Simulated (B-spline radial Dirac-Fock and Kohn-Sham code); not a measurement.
## Binding energies of V⁺ in different valence configurations

These are calculated numbers from an atomic code on a B-spline grid; the model is Dirac-Fock energy differences between relaxed states, corrected for Breit and QED terms. Correlation energy is missing from these numbers.

Reference: the tabulated ground configuration [Ar] 3d4, with 1s 5479.1 eV, 2s 642.2 eV, 2p1/2 534.3 eV, 2p3/2 527.4 eV, 3p1/2 54.68 eV, 3p3/2 53.90 eV, Kα1 4951.6 eV, Kβ1 5425.2 eV.

Shifts from the reference in eV. A negative average energy means that the model, which has no correlation or term splitting, puts that configuration lower.

```csv
configuration,average energy,1s,2s,2p1/2,2p3/2,3p1/2,3p3/2,Kα1,Kβ1
[Ar] 3d3 4p1,+3.05,+7.64,+8.60,+8.49,+8.50,+6.64,+6.61,-0.86,+1.03
[Ar] 3d2 4s2,+2.45,+14.10,+16.35,+15.95,+15.95,+11.44,+11.37,-1.85,+2.73
[Ar] 3d3 4s1,-0.73,+6.27,+7.28,+7.15,+7.16,+5.30,+5.27,-0.89,+1.00
```
